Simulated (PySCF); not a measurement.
An unknown shows these calculated signals:

¹H NMR (300 MHz, computed): δ 6.54 (br, 1H), 6.29 (m, 1H), 5.92 (ddt, J = 7.1, 3.3, 2.3 Hz, 1H), 5.34 (m, 1H), 5.17 (m, 1H), 5.11 (m, 1H), 4.47 (br, 1H).

¹³C{¹H} NMR (computed): δ 172.4 (C), 136.9 (CH), 132.6 (CH), 93.4 (CH), 81.7 (CH2).

Theory: J couplings at B3LYP/pcJ-1 (spin–dipole term only in couplings to heteroatoms), σ from GIAO-PBE0/pcSseg-1, GFN2-xTB structure, in PySCF (isolated molecule, non-relativistic Hamiltonian, single conformer).

Scale: ¹H (31.72 ppm), ¹³C (186.93 ppm) against TMS (reference shieldings calculated alike).

Which of these does the molecule contain: an amide, a tert-butyl group, a non-aromatic C=C double bond, a benzene ring, a nitrile, an NH or NH2 group?

Results:


- An amide: yes (δC 172.4).
- A tert-butyl group: no.
- A non-aromatic C=C double bond: yes.
- A benzene ring: no.
- A nitrile: no.
- An NH or NH2 group: yes (δH 6.54 (br), 4.47 (br)).

The data belong to `C(N)(=O)[C@@H]1C=CCO1`, C5H7NO2; they needn't prove each group on their own.

Carbon signals by region: 1 in the far downfield region (above 160 ppm), 2 in the sp2 and nitrile region (100–160 ppm), 2 at 50–100 ppm. Above 160 ppm: 172.4, amide carbonyl carbon.

OH/NH shifts are gas-phase values; hydrogen bonding in solution moves them, usually downfield. Rotation about the amide-type C–N bond is slow at room temperature, so the two groups on nitrogen are listed apart. Splittings below 1 Hz are ignored in the labels, and close J values are merged. Unscaled 3J(H,H) at this level run about 10 % above measured values. Shifts are as computed. Against solution values, carbons near 30 ppm lie about +3 ppm off and those near 130 ppm about +5 ppm (rms about the fit 2.1 ppm; single classes can miss by 10 ppm). Of 1328 compounds with measured shifts, 309 miss one by over three times the rms of a fit or turn the order of signals round; such compounds aren't used in these exercises. Signals without a measured value on file couldn't be tested in this way; 1H shifts scatter by 0.2 ppm about their fit, and single ones miss by 0.5 ppm. The C=O carbon of an acid or of an amide with N–H lies up to 10 ppm further downfield in solution, through hydrogen bonding that the calculation lacks.
